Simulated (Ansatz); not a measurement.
Geometry optimisation, DFT PBE-D3(BJ), scalar-relativistic, plane waves, PAW (Ansatz).

The input (input.yaml):

```yaml
accuracy: low
crystal:
  lattice:
    - [6.241107, 0.0, 0.0]
    - [0.0, 6.241107, 0.0]
    - [0.0, 0.0, 6.241107]
  atoms:
    - { symbol: O, position: [0.4647751, 0.9199932, 0.4575503] }
    - { symbol: H, position: [0.4406983, 0.7793801, 0.3964554] }
    - { symbol: H, position: [0.3834125, 1.0151881, 0.3658858] }
    - { symbol: O, position: [0.8437622, 0.6516139, 0.1556235] }
    - { symbol: H, position: [0.9392453, 0.715386, 0.2600286] }
    - { symbol: H, position: [0.938667, 0.6021409, 0.0432411] }
    - { symbol: O, position: [0.1550823, 0.4713006, 0.6510174] }
    - { symbol: H, position: [0.2215019, 0.6083972, 0.6213983] }
    - { symbol: H, position: [0.2618695, 0.3949485, 0.733789] }
    - { symbol: O, position: [0.6030894, 0.6929509, 0.7975801] }
    - { symbol: H, position: [0.4588969, 0.7446664, 0.8224464] }
    - { symbol: H, position: [0.6931005, 0.8144377, 0.8325557] }
    - { symbol: C, position: [0.0771651, 0.8779898, 0.7646476] }
    - { symbol: O, position: [-0.0257261, 1.067484, 0.8387219] }
    - { symbol: H, position: [-0.044737, 0.7530251, 0.7643909] }
    - { symbol: H, position: [0.0807481, 1.1806982, 0.8399699] }
    - { symbol: H, position: [0.1394787, 0.8954932, 0.6012745] }
    - { symbol: H, position: [0.2083519, 0.8277554, 0.8702255] }
basis:
  ecutwfc: 420.0
kpoints:
  mp_grid: { grid: [1, 1, 1] }
hamiltonian:
  xc: pbe
  dispersion: d3bj
scf:
  occupations: { method: fermi_dirac, width: 0.05 }
  lower_state_search: "off"
relax:
  f_tol: 0.3
  max_steps: 15
  adjacent_minimum: "off"
output:
  write_density: true
  write_potential: true
  elf: true
  volumetric_format: npy
```

Launched with:

```bash
$ ansatz run input.yaml --threads 1 --pin off --max-ram 3072MiB --backend cpu --events-out ev --progress --plain --runs-dir out
```

**Question.** Where does it end, and by what steps?

**Answer.** The forces met the threshold. The threshold is loose, so the end isn't yet a minimum. The force dipped under the threshold on the way, but the program's further checks kept it going. Limits of this set-up: coarse k mesh, low accuracy level. After 14 steps the energy has fallen by 2.129 eV; H6 moved furthest, 1.30 Å.

```csv
step,energy less start (eV),largest force component (eV/Å),accepted
0,0.0000,0.814,yes
1,-0.4316,0.939,yes
2,-0.7109,1.854,yes
3,-1.0548,1.725,yes
4,-1.3241,1.149,yes
5,-1.4996,0.843,yes
6,-1.6504,0.634,yes
7,-1.7631,0.577,yes
8,-1.8381,1.278,yes
9,-1.9384,0.571,yes
10,-2.0032,0.238,yes
11,-2.0516,0.431,yes
12,-2.0676,0.994,yes
13,-2.1295,0.237,yes
14,-2.1295,0.238,yes
```

```xyz
18
Lattice="6.2411 0.0000 0.0000 0.0000 6.2411 0.0000 0.0000 0.0000 6.2411" Properties=species:S:1:pos:R:3
O 2.745 4.889 2.614
H 3.512 4.577 2.056
H 2.674 5.844 2.453
O 4.918 3.942 1.255
H 5.554 4.676 1.196
H 4.565 3.886 0.329
O 1.243 2.409 4.090
H 1.032 3.031 3.371
H 1.918 2.889 4.604
O 3.853 4.611 5.085
H 3.483 4.666 4.163
H 4.330 5.471 5.193
C 0.671 5.788 5.145
O -0.420 6.595 5.602
H 0.479 4.759 5.474
H -0.241 7.497 5.264
H 0.743 5.793 4.046
H 1.627 6.133 5.570
```

The run took 23 s on 1 thread of Arm Neoverse V1, with other jobs on the host, peak memory 0.35 GiB.
